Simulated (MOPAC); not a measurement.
MOPAC input (PM6):

```
PM6 FORCE THERMO(298,298) PRECISE LET GEO-OK AUX(PRECISION=9) THREADS=1
C4H6S

C    -1.35743877 1    0.05838182 1   -0.07777841 1
C    -0.72729985 1   -1.29335124 1   -0.05395858 1
C     0.60801535 1   -1.35442445 1    0.02252268 1
C     1.35712698 1   -0.06577770 1    0.07770966 1
S     0.05511437 1    1.22381021 1    0.01452250 1
H    -1.93286030 1    0.24136630 1   -1.00376018 1
H    -2.03572905 1    0.22483655 1    0.77907494 1
H    -1.38188576 1   -2.15731852 1   -0.09973894 1
H     1.18223813 1   -2.27457502 1    0.04713026 1
H     1.94567033 1    0.04277093 1    1.00714268 1
H     2.04855240 1    0.05930074 1   -0.77572769 1
```

From the output:

```
     H   11   0.008923   0.020290   0.013907   0.430199   4.169627

          HEAT OF FORMATION =      11.252278 KCALS/MOLE

          ZERO POINT ENERGY      51.950 KCAL/MOL

           NORMAL COORDINATE ANALYSIS (Total motion = 1 Angstrom)

   Root No.       1         2         3         4         5         6         7         8

                 1 B1      1 A2      1 A1      1 B2      2 B1      2 A1      2 B2      2 A2

                 112.7     344.3     469.6     628.3     740.9     753.7     806.0     837.0

           1   -0.0000   -0.0000   -0.0707   -0.0713   -0.0000   -0.0084    0.0361   -0.0000
           2    0.0000    0.0000   -0.0618    0.0648    0.0000    0.1300    0.1079    0.0000
           3    0.0626   -0.0182   -0.0000   -0.0000   -0.0235   -0.0000    0.0000    0.0441
           4   -0.0000   -0.0000   -0.0805   -0.0587   -0.0000    0.0021    0.0197   -0.0000
           5   -0.0000   -0.0000    0.0376    0.1204   -0.0000   -0.0007   -0.0686   -0.0000
           6   -0.0277    0.0678    0.0000   -0.0000   -0.0143    0.0000    0.0000    0.0003
           7    0.0000    0.0000   -0.0768    0.1324    0.0000    0.0017   -0.0676   -0.0000
           8   -0.0000   -0.0000    0.0446    0.0205   -0.0000   -0.0013   -0.0229   -0.0000
           9   -0.0277   -0.0678    0.0000    0.0000   -0.0143    0.0000   -0.0000   -0.0003
          10   -0.0000    0.0000    0.0105    0.0939    0.0000   -0.1116    0.0681    0.0000
          11   -0.0000   -0.0000    0.0933   -0.0216   -0.0000   -0.0672    0.0912   -0.0000
          12    0.0626    0.0182   -0.0000    0.0000   -0.0235   -0.0000   -0.0000   -0.0441
          13    0.0000    0.0000    0.0893   -0.0349    0.0000    0.0555   -0.0244    0.0000
          14    0.0000    0.0000   -0.0467   -0.0666    0.0000   -0.0291   -0.0466    0.0000
          15   -0.0364   -0.0000   -0.0000   -0.0000    0.0071   -0.0000   -0.0000   -0.0000
          16   -0.0593    0.0837   -0.0802   -0.0338   -0.0819   -0.0271    0.0159    0.0652
          17   -0.0617    0.0382   -0.0588    0.0005   -0.0709    0.1181    0.1012    0.1253
          18    0.1255   -0.0827    0.0032    0.0081    0.0657    0.0038   -0.0007   -0.0718
          19    0.0593   -0.0837   -0.0802   -0.0338    0.0819   -0.0271    0.0159   -0.0652
          20    0.0617   -0.0382   -0.0588    0.0005    0.0709    0.1181    0.1012   -0.1253
          21    0.1255   -0.0827   -0.0032   -0.0081    0.0657   -0.0038    0.0007   -0.0718
          22    0.0000   -0.0000   -0.0278   -0.1489   -0.0000   -0.0855   -0.0202   -0.0000
          23   -0.0000   -0.0000    0.0619    0.0652   -0.0000   -0.0384   -0.0810   -0.0000
          24   -0.0877    0.1666    0.0000   -0.0000    0.2052    0.0000    0.0000   -0.1386
          25    0.0000    0.0000   -0.0667    0.1384   -0.0000   -0.0172   -0.0550   -0.0000
          26   -0.0000   -0.0000   -0.0125   -0.0851   -0.0000    0.0922   -0.0628   -0.0000
          27   -0.0877   -0.1666    0.0000    0.0000    0.2052    0.0000   -0.0000    0.1386
          28   -0.0168    0.0163    0.0025    0.0197   -0.0115   -0.1124    0.0741   -0.0658
          29   -0.0839   -0.0905    0.0994   -0.0275   -0.1077   -0.0451    0.0708   -0.1251
          30    0.1255    0.0827   -0.0032    0.0081    0.0657   -0.0038   -0.0007    0.0718
          31    0.0168   -0.0163    0.0025    0.0197    0.0115   -0.1124    0.0741    0.0658
          32    0.0839    0.0905    0.0994   -0.0275    0.1077   -0.0451    0.0708    0.1251
          33    0.1255    0.0827    0.0032   -0.0081    0.0657    0.0038    0.0007    0.0718

   Root No.       9        10        11        12        13        14        15        16

                 3 B1      3 A2      4 B1      4 A2      3 A1      3 B2      4 A1      4 B2

                 878.9     940.3    1040.3    1054.2    1087.7    1103.6    1151.7    1213.9

           1   -0.0000   -0.0000   -0.0000   -0.0000   -0.0425   -0.0338   -0.0108    0.0322
           2   -0.0000    0.0000    0.0000    0.0000   -0.0196    0.0010    0.0021   -0.0291
           3    0.0343    0.0146   -0.0181    0.0175   -0.0000   -0.0000   -0.0000    0.0000
           4    0.0000    0.0000   -0.0000   -0.0000    0.0431    0.0283    0.0046   -0.0127
           5    0.0000   -0.0000   -0.0000   -0.0000   -0.0394   -0.0031   -0.0009    0.0138
           6   -0.0253   -0.0390    0.0274   -0.0396    0.0000   -0.0000   -0.0000    0.0000
           7    0.0000   -0.0000   -0.0000   -0.0000    0.0570   -0.0187    0.0034    0.0186
           8    0.0000   -0.0000   -0.0000   -0.0000   -0.0129    0.0215   -0.0033   -0.0026
           9   -0.0253    0.0390    0.0274    0.0396    0.0000    0.0000   -0.0000   -0.0000
          10   -0.0000    0.0000    0.0000    0.0000   -0.0081    0.0201   -0.0079   -0.0423
          11    0.0000   -0.0000   -0.0000   -0.0000    0.0461   -0.0272    0.0076    0.0098
          12    0.0343   -0.0146   -0.0181   -0.0175    0.0000    0.0000    0.0000   -0.0000
          13   -0.0000    0.0000    0.0000    0.0000   -0.0020   -0.0030   -0.0006   -0.0029
          14   -0.0000    0.0000    0.0000    0.0000    0.0011   -0.0057    0.0003   -0.0055
          15   -0.0101   -0.0000   -0.0042   -0.0000   -0.0000    0.0000    0.0000   -0.0000
          16   -0.0131   -0.0611   -0.1628    0.1600   -0.1367   -0.1072    0.0739   -0.0696
          17    0.1368    0.1035    0.0880   -0.0875    0.0488    0.0589   -0.0954    0.1549
          18   -0.0466   -0.0186    0.0182   -0.0181    0.0130    0.0070    0.0133   -0.0521
          19    0.0131    0.0611    0.1628   -0.1600   -0.1367   -0.1072    0.0739   -0.0696
          20   -0.1368   -0.1035   -0.0880    0.0875    0.0488    0.0589   -0.0954    0.1549
          21   -0.0466   -0.0186    0.0182   -0.0181   -0.0130   -0.0070   -0.0133    0.0521
          22   -0.0000   -0.0000   -0.0000   -0.0000   -0.0546    0.1721   -0.2132   -0.0757
          23    0.0000   -0.0000   -0.0000   -0.0000   -0.0864    0.0790   -0.1129   -0.0244
          24    0.1453    0.2032   -0.0804    0.0764    0.0000   -0.0000   -0.0000    0.0000
          25   -0.0000    0.0000    0.0000    0.0000    0.0398   -0.0333   -0.0289    0.0231
          26    0.0000   -0.0000   -0.0000   -0.0000    0.0942    0.1864    0.2395   -0.0761
          27    0.1453   -0.2032   -0.0804   -0.0764    0.0000    0.0000   -0.0000   -0.0000
          28    0.1198   -0.1198    0.1652    0.1631   -0.1180    0.1095    0.1205    0.1669
          29    0.0672   -0.0088   -0.0836   -0.0816    0.0844   -0.0545   -0.0063    0.0311
          30   -0.0466    0.0186    0.0182    0.0181   -0.0130    0.0070   -0.0133   -0.0521
          31   -0.1198    0.1198   -0.1652   -0.1631   -0.1180    0.1095    0.1205    0.1669
          32   -0.0672    0.0088    0.0836    0.0816    0.0844   -0.0545   -0.0063    0.0311
          33   -0.0466    0.0186    0.0182    0.0181    0.0130   -0.0070    0.0133    0.0521

   Root No.      17        18        19        20        21        22        23        24

                 5 A1      5 B2      6 A1      6 B2      7 A1      5 A2      5 B1      7 B2

                1233.1    1258.3    1278.6    1319.5    1769.2    2664.9    2665.8    2731.4

           1    0.0210   -0.0333    0.0552   -0.0479    0.0191   -0.0000    0.0000   -0.0127
           2   -0.0258   -0.0057   -0.0007   -0.0109    0.0105    0.0000   -0.0000   -0.0144
           3   -0.0000    0.0000    0.0000    0.0000   -0.0000   -0.0282   -0.0283    0.0000
           4   -0.0142    0.0002   -0.0203    0.0995   -0.1346   -0.0000    0.0000   -0.0022
           5    0.0087   -0.0050    0.0106    0.0070   -0.1981   -0.0000    0.0000   -0.0012
           6    0.0000    0.0000    0.0000    0.0000   -0.0000   -0.0013   -0.0014    0.0000
           7   -0.0153   -0.0042   -0.0202   -0.0510    0.0860   -0.0000    0.0000    0.0003
           8    0.0067   -0.0027    0.0107    0.0857    0.2235   -0.0000    0.0000   -0.0025
           9    0.0000   -0.0000    0.0000   -0.0000    0.0000    0.0013   -0.0014   -0.0000
          10    0.0332    0.0143    0.0321    0.0183    0.0022    0.0000   -0.0000   -0.0045
          11   -0.0026   -0.0306   -0.0449   -0.0455   -0.0216   -0.0000    0.0000   -0.0187
          12    0.0000   -0.0000    0.0000   -0.0000    0.0000    0.0282   -0.0283   -0.0000
          13    0.0003   -0.0003   -0.0022    0.0008   -0.0017    0.0000   -0.0000   -0.0007
          14   -0.0002   -0.0006    0.0012    0.0016    0.0009    0.0000   -0.0000   -0.0013
          15   -0.0000    0.0000   -0.0000   -0.0000    0.0000   -0.0000   -0.0006   -0.0000
          16    0.0194    0.1438   -0.1332   -0.0209    0.0499    0.0983    0.0982    0.0887
          17    0.1366    0.0741   -0.0260    0.0046   -0.0233    0.1120    0.1117    0.1018
          18   -0.0869   -0.1237    0.0976   -0.0081   -0.0243    0.1819    0.1818    0.1889
          19    0.0194    0.1438   -0.1332   -0.0209    0.0499   -0.0983   -0.0982    0.0887
          20    0.1366    0.0741   -0.0260    0.0046   -0.0233   -0.1120   -0.1117    0.1018
          21    0.0869    0.1237   -0.0976    0.0081    0.0243    0.1819    0.1818   -0.1889
          22   -0.1150    0.0487   -0.0828   -0.2589    0.0682   -0.0000    0.0000   -0.0055
          23   -0.0462    0.0227   -0.0245   -0.1602   -0.0954   -0.0000    0.0000    0.0120
          24    0.0000    0.0000    0.0000    0.0000   -0.0000   -0.0003   -0.0002    0.0000
          25   -0.0276   -0.0091   -0.0271    0.0160    0.1173    0.0000   -0.0000    0.0130
          26    0.1208    0.0529    0.0820   -0.3040   -0.0016   -0.0000    0.0000    0.0024
          27    0.0000   -0.0000    0.0000   -0.0000    0.0000    0.0003   -0.0002   -0.0000
          28   -0.1011   -0.0212   -0.0546    0.0157    0.0476   -0.0359    0.0358    0.0330
          29   -0.0938    0.1604    0.1242   -0.0145   -0.0277   -0.1446    0.1444    0.1309
          30    0.0869   -0.1237   -0.0976   -0.0081    0.0243   -0.1819    0.1818    0.1889
          31   -0.1011   -0.0212   -0.0546    0.0157    0.0476    0.0359   -0.0358    0.0330
          32   -0.0938    0.1604    0.1242   -0.0145   -0.0277    0.1446   -0.1444    0.1309
          33   -0.0869    0.1237    0.0976    0.0081   -0.0243   -0.1819    0.1818   -0.1889

   Root No.      25        26        27

                 8 A1      8 B2      9 A1

                2735.1    2753.7    2766.7

           1   -0.0124    0.0033    0.0007
           2   -0.0138   -0.0003    0.0035
           3    0.0000   -0.0000   -0.0000
           4   -0.0041    0.0121   -0.0137
           5    0.0006   -0.0307    0.0295
           6   -0.0000   -0.0000    0.0000
           7   -0.0028   -0.0321   -0.0320
           8    0.0031   -0.0075   -0.0055
           9   -0.0000    0.0000    0.0000
          10    0.0043   -0.0021   -0.0024
          11    0.0181    0.0025   -0.0026
          12   -0.0000    0.0000    0.0000
          13    0.0007    0.0001    0.0001
          14   -0.0004    0.0002   -0.0001
          15    0.0000   -0.0000   -0.0000
          16    0.0844   -0.0039   -0.0128
```
